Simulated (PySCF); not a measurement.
A GIAO shielding run with PySCF 2.14 (density fitting, non-relativistic, gas phase) on SMILES COCC[Si@H](F)CF, C₄H₁₀F₂OSi:

```
$ OMP_NUM_THREADS=1 python probes_run.py task.json out

{"job": {"kind": "nmr", "xc": "PBE0", "basis": "pcSseg-1"}, "charge": 0, "multiplicity": 1}
C     -0.938684     1.647099    -1.423869
O     -0.722604     0.560986    -0.562033
C     -0.917526     0.858664     0.805659
C     -0.346370    -0.326085     1.567839
Si     1.253391    -0.841472     0.672061
F      2.069827     0.503822     0.288791
C      1.000339    -1.820044    -0.952718
F      1.428578    -3.127633    -0.804641
H     -0.749614     1.288713    -2.433833
H     -1.971408     2.009073    -1.351217
H     -0.256465     2.474505    -1.196041
H     -1.984768     1.026457     1.013830
H     -0.367471     1.773577     1.067233
H     -0.160490    -0.051812     2.603457
H     -1.064177    -1.143999     1.571860
H      2.167067    -1.555686     1.554317
H     -0.041211    -1.873276    -1.271921
H      1.592828    -1.396571    -1.767095
```

Hardware: 1 thread of an Arm Neoverse N1, shared host. The job also computes population analyses, field gradients.

(1) How large is the calculation?

(2) How long does it take, and how much memory does it need?

## Answers

(1) 74 electrons, 193 basis functions and 1024 auxiliary functions.

(2) 58 s of wall time, with 14 SCF cycles and 4 response iterations; peak memory 0.86 GiB. Times on a shared host scatter by some tens of per cent.
